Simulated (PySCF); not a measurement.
## S: excitation energy

S [Ne] 3s2 3p4 (3P) → S [Ne] 3s1 3p4 4s1 (5P), as a difference of total energies. Computed with PySCF 2.14 in aug-cc-pCVTZ-DK with one added diffuse shell each of s, p, d, f type (9s8p6d4f, 91 functions), with the spin-free X2C one-electron Hamiltonian (Gaussian nucleus). Correlated levels: valence: [Ne] frozen; valence and next inner shell: 1s2 frozen; nothing frozen. The calculations carry no spin-orbit coupling.

```csv
method,excitation energy (cm⁻¹)
UHF,130300
LDA,136150
PBE,134870
PBE0,136320
r2SCAN,133700
BP86,134920
PW91,135120
B97-3,140380
CAM-B3LYP,139280
MP2 (valence),133800
SCS-MP2 (valence),135060
MP2 (valence and next inner shell),134480
SCS-MP2 (valence and next inner shell),135520
MP2 (all electrons),134440
SCS-MP2 (all electrons),135490
```

A first-order spin-orbit estimate (lowest level to lowest level, LS coupling) adds -0.005 eV.

The upper state lies above the first ionisation limit, where it may autoionise and the basis confines it. A Rydberg-like electron needs more diffuse functions than a valence basis has.

The promoted electron is Rydberg-like, and one or two diffuse shells describe it only roughly, which tends to raise the upper state.
